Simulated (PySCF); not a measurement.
**InO from Hartree–Fock to correlated methods**

State: ²Π (doublet), unpaired electrons π ↑. Set-up: basis In def2-TZVPPD with ECP28, O def2-TZVPPD; scalar-relativistic core potentials; PySCF 2.14. De refers to In + O in their high-spin ground configurations, without counterpoise correction. The functionals are run spin-unrestricted. A positive dipole means In(−)O(+).

| Level | Re (Å) | ωe (cm⁻¹) | De (eV) | μ (D) | CPU s a point (SCF and correlation, without the integrals) |
| --- | --- | --- | --- | --- | --- |
| UHF | 2.068 | 529 | 1.75 | -2.91 | 1.8 |
| UHF-MP2 | 2.081 | 511 | 3.52 | n/a | 3.2 |
| UHF-SCS-MP2 | 2.087 | 506 | 3.46 | n/a | n/a |
| UHF-CCSD | 2.079 | 515 | 3.26 | n/a | n/a |
| UHF-CCSD(T) | 2.085 | 507 | 3.42 | n/a | 180 |
| LDA | 2.074 | 501 | 4.44 | -2.73 | 1.4 |
| PBE | 2.118 | 467 | 3.85 | -2.94 | 1.9 |
| PW91 | 2.115 | 470 | 3.88 | -2.96 | 1.2 |
| BLYP | 2.138 | 453 | 3.79 | -3.14 | 1.1 |
| BP86 | 2.117 | 469 | 3.83 | -2.92 | 1.1 |
| r²SCAN | 2.088 | 499 | 3.69 | -2.76 | 2.7 |
| B3LYP | 2.107 | 482 | 3.59 | -3.14 | 3.2 |
| PBE0 | 2.087 | 499 | 3.49 | -2.94 | 4.5 |
| ωB97X | 2.085 | 506 | 3.69 | -3.00 | 4.8 |

(1) Which functional lies closest to UHF-CCSD(T) in De, which farthest, and by how much do they differ from it?

(2) What does a quarter of exact exchange do here, going from PBE to PBE0?

(3) What does the three-parameter hybrid form, with a fifth of exact exchange, do here, going from BLYP to B3LYP?

Correlated steps freeze 5 core orbitals. These are scalar-relativistic numbers at best; spin–orbit coupling would shift them, the dissociation energy most. Counting both spins, an empty level lies below a filled one in some of these solutions, because spin and occupation are held. The state is the lowest determinant that a PBE0 search found; another state may lie lower at other levels.

The whole job (state search and all levels along the bond) took about 18 min on 2 threads of Arm Neoverse V1 (shared host), peak memory 3.7 GiB.

Results:

(1) Closest is PBE0 (+0.2 pm in Re, -1.6 % in ωe, +0.07 eV in De against UHF-CCSD(T) in the same basis), farthest LDA (-1.1 pm in Re, -1.2 % in ωe, +1.02 eV in De). CCSD(T) converges more slowly with the basis than the functionals do and binds too weakly in this one, so the order can change at the basis-set limit.

(2) PBE0 less PBE: -3.1 pm in Re, +6.9 % in ωe, -0.36 eV in De. Exact exchange removes part of the self-interaction that spreads semilocal densities, and in most molecules shortens and stiffens the bond and lowers De; so it does here.

(3) B3LYP less BLYP: -3.1 pm in Re, +6.4 % in ωe, -0.20 eV in De. Exact exchange removes part of the self-interaction that spreads semilocal densities, and in most molecules shortens and stiffens the bond and lowers De; so it does here.
